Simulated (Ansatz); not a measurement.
A calculation with Ansatz (development build ahead of 0.2.0).

```yaml
crystal:
  periodic: [false, false, false]
  atoms:
    - { symbol: Si, position_ang: [0.0, 0.0, 0.0] }
basis:
  gaussian: { orbitals: def2-SVP }
magnetization:
  spin_polarized: true
  initial_magnetization: 2
hamiltonian:
  xc: hf
correlation:
  method: ccsdt_q
  frozen_orbitals: { Si: 5 }
```

The input is written out in the form of the current development build from the run's settings.

The run gave:

```json
{"Converged": "yes", "Reference energy": "-288.75313 hartree", "Correlation energy": "-0.06283 hartree", "Total energy": "-288.81596 hartree", "Spin squared of the determinant": "2.009"}
```
